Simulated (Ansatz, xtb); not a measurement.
Relative energy of two structures of BeInNS

We compare a, a triplet given by its coordinates, with b, a singlet given by its coordinates. Both are isolated molecules in the gas phase, relaxed with B3LYP-D3(BJ)/def2-SVP.

a (Å):

```xyz
4

Be   -0.2106   -0.4343   -2.0072
In    0.7609    3.0903   -0.9493
N     0.1884    1.0144   -1.5736
S     0.5550    0.3082   -0.0235
```

Close contacts (Å): Be1–N3 1.56, Be1–S4 2.25, In2–N3 2.24, In2–S4 2.94, N3–S4 1.74.

b (Å):

```xyz
4

Be   -1.4749   -0.7321    0.2942
In    0.4394    1.8048    0.1379
N    -0.5356   -0.0209   -0.6203
S     0.1886   -0.8759    1.2101
```

Close contacts (Å): Be1–N3 1.49, Be1–S4 1.90, In2–N3 2.20, In2–S4 2.90, N3–S4 2.15.

Question: Estimate which is lower in electronic energy at CCSD(T)/def2-TZVPP, and by roughly how much.

Answer: The CCSD(T)/def2-TZVPP calculation puts structure b lower, by 1.75 kcal/mol.

How the difference moves with the method:

| level | geometry | E(b) − E(a) (kcal/mol) | departure from the last row (kcal/mol) | job, with rough time for the two |
| --- | --- | --- | --- | --- |
| B3LYP-D3(BJ)/def2-SVP | B3LYP-D3(BJ)/def2-SVP | +1.54 | +3.29 | optimisation, 3.2 min |
| HF/def2-TZVPP | B3LYP-D3(BJ)/def2-SVP | +21.53 | +23.28 | part of the CCSD(T) run |
| MP2/def2-TZVPP | B3LYP-D3(BJ)/def2-SVP | −2.41 | −0.66 | part of the CCSD(T) run |
| CCSD(T)/def2-TZVPP | B3LYP-D3(BJ)/def2-SVP | −1.75 |  | single point, 9.5 min |

B3LYP-D3(BJ)/def2-SVP, HF/def2-TZVPP put the two in the other order. The largest departure from CCSD(T)/def2-TZVPP is that of HF/def2-TZVPP, 23.28 kcal/mol. Levels run at GFN2-xTB geometries aren't shown.

With harmonic frequencies from B3LYP-D3(BJ)/def2-SVP (ideal gas, rigid rotor, one conformer each, 298.15 K, 1 atm): the zero-point term adds +0.57 kcal/mol; ΔH is −1.43 and ΔG −0.02 kcal/mol. In free energy the two are nearly level.

The T1 diagnostic of structure b is large, so the coupled-cluster value is less sure. Open shells are spin-unrestricted. The correlated steps freeze 10 core orbitals; the filled d shell of In is correlated; the last core shell of Be is correlated, in a basis made for valence electrons. Atoms past krypton carry core potentials in the def2 sets and no spin–orbit term is included. ΔG holds the spin degeneracy. Mirror images aren't counted in ΔG. Programs: Ansatz 0.2.0; the last row on 1 thread of AMD EPYC (Zen 3) on a shared host.
